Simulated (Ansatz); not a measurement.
Molecule: C₂H₆BFO₂, net charge 0, singlet state. 
Geometry from a B3LYP-D3(BJ)/def2-TZVP (Ansatz, an electronic-structure program) optimisation:
SMILES: COB(F)OC
```xyz
12

B     -0.0055     0.0056     0.0167
F      0.3997    -0.4058    -1.2047
O     -1.2970    -0.1195     0.3934
C     -2.3001    -0.6824    -0.4436
O      0.8722     0.5506     0.8874
C      2.2514     0.7320     0.5899
H     -2.7085    -1.5676     0.0453
H     -1.9053    -0.9601    -1.4213
H     -3.0979     0.0500    -0.5707
H      2.4792     1.7983     0.6154
H      2.5124     0.3307    -0.3898
H      2.8406     0.2271     1.3560
```
Charge 0, spin multiplicity 1.

Basis-set convergence of Hartree-Fock and CCSD correlation energies (hartree) with Ansatz. Cores are frozen in the correlated levels unless marked. No spin-orbit coupling. No relativistic terms.

```json
[
 {"basis": "aug-cc-pVDZ", "functions": "192", "E(HF)": "-353.27171", "E(corr, CCSD)": "-1.00970"},
 {"basis": "aug-cc-pVTZ", "functions": "414", "E(HF)": "___", "E(corr, CCSD)": "___"}
]
```

Problem. Complete the blanks.

Solution. 
- aug-cc-pVTZ, E(HF): -353.37505
- aug-cc-pVTZ, E(corr, CCSD): -1.21320
